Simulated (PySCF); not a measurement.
Correlation energy of C²⁺ (carbon, charge +2)

[He] 2s2, closed-shell 1S. Computed with PySCF 2.14 in 6-31G* (3s2p1d, 14 functions), with the non-relativistic Hamiltonian (point nucleus). Frozen: 1s2; 2 electrons correlated.

Total MP2 correlation energy: -40.44 mhartree.

Same-spin part 0.00 and opposite-spin part -40.44 mhartree; SCS-MP2 scales them by 1/3 and 6/5 to -48.53 mhartree.

With two correlated electrons CCSD is exact within the correlated space (frozen core and kept virtual orbitals).

```json
{"level": "CCSD", "correlation energy (mhartree)": "-72.12"}
```

Diagnostics: T1 = 0.0087, D1 = 0.0124, largest double amplitude 0.157.

**Question.** Is a single reference adequate?

**Answer.** Not fully. A double-excitation amplitude exceeds 0.15, a sign of near-degeneracy.
